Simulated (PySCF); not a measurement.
Isomers of C7H17NSi, mass 143.113 u with the commonest isotopes. Method: PBE0/pcSseg-1 in PySCF (dipole) on a GFN2-xTB geometry, gas phase. One conformer each, none proved a minimum here; rigid rotors.

**Question.** Order these by out-of-plane moment Σ m c² = (Ia + Ib − Ic)/2, largest first.
A. `[H]/[N:9]=[CH:8]\[C:5]([SiH2:4][CH:2]([CH3:1])[CH3:3])([CH3:6])[CH3:7]` with C1–C2–Si4–C5 75°, C2–Si4–C5–C6 58°, Si4–C5–C8–N9 107°
B. `[H]/[N:9]=[CH:8]/[C:5]([SiH2:4][CH2:3][CH2:2][CH3:1])([CH3:6])[CH3:7]` with C1–C2–C3–Si4 180°, C2–C3–Si4–C5 -178°, C3–Si4–C5–C6 -179°, Si4–C5–C8–N9 -98°
C. `[CH2:1]=[CH:2][N:3]([SiH3:4])[C@@H:5]([CH3:6])[CH2:7][CH2:8][CH3:9]` with C1–C2–N3–Si4 -2°, C2–N3–C5–C6 -62°, N3–C5–C7–C8 59°, C5–C7–C8–C9 177°
D. `[CH3:1]/[CH:2]=[CH:3]/[Si@@H:4]([CH2:5][CH2:6][CH3:7])[NH:8][CH3:9]` with C2–C3–Si4–C5 -94°, C3–Si4–C5–C6 -48°, Si4–C5–C6–C7 179°, C3–Si4–N8–C9 -173°
E. `[CH2:1]=[CH:2][N:3]([SiH3:4])[C@@H:5]([CH3:6])[CH:7]([CH3:8])[CH3:9]` with C1–C2–N3–Si4 1°, C2–N3–C5–C6 -61°, N3–C5–C7–C8 53°
F. `[CH3:1][CH2:2][NH:3][SiH2:4][C@@H:5]([CH3:6])[CH:7]1[CH2:8][CH2:9]1` with C1–C2–N3–Si4 -147°, C2–N3–Si4–C5 177°, N3–Si4–C5–C6 178°, Si4–C5–C7–C8 158°
G. `[CH3:1][C:2]([CH3:3])([CH3:4])[N:5]1[CH2:6][CH2:7][CH2:8][SiH2:9]1` with C2–N5–C6–C7 156°, N5–C6–C7–C8 41°, C6–C7–C8–Si9 -38°, C7–C8–Si9–N5 22°
H. `[CH2:1]=[C:2]([CH3:3])[C@@H:4]([CH3:5])[SiH2:6][NH:7][CH2:8][CH3:9]` with C1–C2–C4–C5 137°, C2–C4–Si6–N7 51°, C4–Si6–N7–C8 176°, Si6–N7–C8–C9 -147°
I. `[CH2:1]=[CH:2][SiH2:3][C@@H:4]([CH3:5])[C@@H:6]([CH3:7])[CH2:8][NH2:9]` with C1–C2–Si3–C4 123°, C2–Si3–C4–C5 179°, Si3–C4–C6–C7 -48°, C4–C6–C8–N9 57°, C6–C8–N9–H 64° and -178°

**Answer.** C (137.46 u·Å²), E (120.47 u·Å²), I (116.30 u·Å²), A (73.81 u·Å²), B (68.65 u·Å²), G (65.70 u·Å²), H (63.00 u·Å²), D (45.98 u·Å²), F (21.84 u·Å²).

**Question.** Order these by rotational constant A, largest first.
A. `[CH2:1]=[C:2]([CH3:3])[C@@H:4]([CH3:5])[SiH2:6][NH:7][CH2:8][CH3:9]` with C1–C2–C4–C5 137°, C2–C4–Si6–N7 51°, C4–Si6–N7–C8 176°, Si6–N7–C8–C9 -147°
B. `[CH2:1]=[CH:2][N:3]([SiH3:4])[C@@H:5]([CH3:6])[CH:7]([CH3:8])[CH3:9]` with C1–C2–N3–Si4 1°, C2–N3–C5–C6 -61°, N3–C5–C7–C8 53°
C. `[CH3:1]/[CH:2]=[CH:3]/[Si@@H:4]([CH2:5][CH2:6][CH3:7])[NH:8][CH3:9]` with C2–C3–Si4–C5 -94°, C3–Si4–C5–C6 -48°, Si4–C5–C6–C7 179°, C3–Si4–N8–C9 -173°
D. `[H]/[N:9]=[CH:8]\[C:5]([SiH2:4][CH:2]([CH3:1])[CH3:3])([CH3:6])[CH3:7]` with C1–C2–Si4–C5 75°, C2–Si4–C5–C6 58°, Si4–C5–C8–N9 107°
E. `[CH2:1]=[CH:2][N:3]([SiH3:4])[C@@H:5]([CH3:6])[CH2:7][CH2:8][CH3:9]` with C1–C2–N3–Si4 -2°, C2–N3–C5–C6 -62°, N3–C5–C7–C8 59°, C5–C7–C8–C9 177°
F. `[CH2:1]=[CH:2][SiH2:3][C@@H:4]([CH3:5])[C@@H:6]([CH3:7])[CH2:8][NH2:9]` with C1–C2–Si3–C4 123°, C2–Si3–C4–C5 179°, Si3–C4–C6–C7 -48°, C4–C6–C8–N9 57°, C6–C8–N9–H 64° and -178°
G. `[CH3:1][CH2:2][NH:3][SiH2:4][C@@H:5]([CH3:6])[CH:7]1[CH2:8][CH2:9]1` with C1–C2–N3–Si4 -147°, C2–N3–Si4–C5 177°, N3–Si4–C5–C6 178°, Si4–C5–C7–C8 158°
H. `[H]/[N:9]=[CH:8]/[C:5]([SiH2:4][CH2:3][CH2:2][CH3:1])([CH3:6])[CH3:7]` with C1–C2–C3–Si4 180°, C2–C3–Si4–C5 -178°, C3–Si4–C5–C6 -179°, Si4–C5–C8–N9 -98°

**Answer.** H (2209 MHz), A (2057 MHz), G (1977 MHz), D (1908 MHz), B (1833 MHz), E (1553 MHz), F (1388 MHz), C (1181 MHz).

**Question.** Order these by rotational constant C, smallest first.
A. `[CH2:1]=[CH:2][SiH2:3][C@@H:4]([CH3:5])[C@@H:6]([CH3:7])[CH2:8][NH2:9]` with C1–C2–Si3–C4 123°, C2–Si3–C4–C5 179°, Si3–C4–C6–C7 -48°, C4–C6–C8–N9 57°, C6–C8–N9–H 64° and -178°
B. `[CH3:1][CH2:2][NH:3][SiH2:4][C@@H:5]([CH3:6])[CH:7]1[CH2:8][CH2:9]1` with C1–C2–N3–Si4 -147°, C2–N3–Si4–C5 177°, N3–Si4–C5–C6 178°, Si4–C5–C7–C8 158°
C. `[CH2:1]=[C:2]([CH3:3])[C@@H:4]([CH3:5])[SiH2:6][NH:7][CH2:8][CH3:9]` with C1–C2–C4–C5 137°, C2–C4–Si6–N7 51°, C4–Si6–N7–C8 176°, Si6–N7–C8–C9 -147°
D. `[CH2:1]=[CH:2][N:3]([SiH3:4])[C@@H:5]([CH3:6])[CH:7]([CH3:8])[CH3:9]` with C1–C2–N3–Si4 1°, C2–N3–C5–C6 -61°, N3–C5–C7–C8 53°
E. `[H]/[N:9]=[CH:8]/[C:5]([SiH2:4][CH2:3][CH2:2][CH3:1])([CH3:6])[CH3:7]` with C1–C2–C3–Si4 180°, C2–C3–Si4–C5 -178°, C3–Si4–C5–C6 -179°, Si4–C5–C8–N9 -98°
F. `[CH3:1]/[CH:2]=[CH:3]/[Si@@H:4]([CH2:5][CH2:6][CH3:7])[NH:8][CH3:9]` with C2–C3–Si4–C5 -94°, C3–Si4–C5–C6 -48°, Si4–C5–C6–C7 179°, C3–Si4–N8–C9 -173°
G. `[H]/[N:9]=[CH:8]\[C:5]([SiH2:4][CH:2]([CH3:1])[CH3:3])([CH3:6])[CH3:7]` with C1–C2–Si4–C5 75°, C2–Si4–C5–C6 58°, Si4–C5–C8–N9 107°
H. `[CH3:1][C:2]([CH3:3])([CH3:4])[N:5]1[CH2:6][CH2:7][CH2:8][SiH2:9]1` with C2–N5–C6–C7 156°, N5–C6–C7–C8 41°, C6–C7–C8–Si9 -38°, C7–C8–Si9–N5 22°
I. `[CH2:1]=[CH:2][N:3]([SiH3:4])[C@@H:5]([CH3:6])[CH2:7][CH2:8][CH3:9]` with C1–C2–N3–Si4 -2°, C2–N3–C5–C6 -62°, N3–C5–C7–C8 59°, C5–C7–C8–C9 177°

**Answer.** F (553.4 MHz), B (580.7 MHz), E (611.9 MHz), C (633.6 MHz), G (757.3 MHz), I (785.8 MHz), A (824.8 MHz), D (844.4 MHz), H (875.2 MHz).

```csv
SMILES,point group,Ia (u·Å²),Ib (u·Å²),Ic (u·Å²),κ,μa (D),μb (D),μc (D)
CCN[SiH2][C@@H](C)C1CC1,C1,255.61,658.43,870.35,-0.73,0.30,0.63,0.62
C=C(C)[C@@H](C)[SiH2]NCC,C1,245.63,678.03,797.67,-0.84,0.07,0.43,0.38
C=CN([SiH3])[C@@H](C)CCC,C1,325.48,592.55,643.12,-0.83,1.12,0.70,0.70
C/C=C/[Si@@H](CCC)NC,C1,427.94,577.24,913.24,0.03,0.73,0.33,0.48
[H]/N=C/C(C)(C)[SiH2]CCC,C1,228.74,734.50,825.94,-0.90,0.08,0.43,1.12
CC(C)(C)N1CCC[SiH2]1,C1,225.53,483.32,577.45,-0.75,0.44,0.70,0.08
C=CN([SiH3])[C@@H](C)C(C)C,C1,275.74,563.67,598.48,-0.89,1.44,0.03,0.51
[H]/N=C\C(C)(C)[SiH2]C(C)C,C1,264.83,550.18,667.38,-0.72,0.48,1.96,1.05
C=C[SiH2][C@@H](C)[C@@H](C)CN,C1,364.02,481.29,612.70,-0.20,1.08,1.66,0.61
```
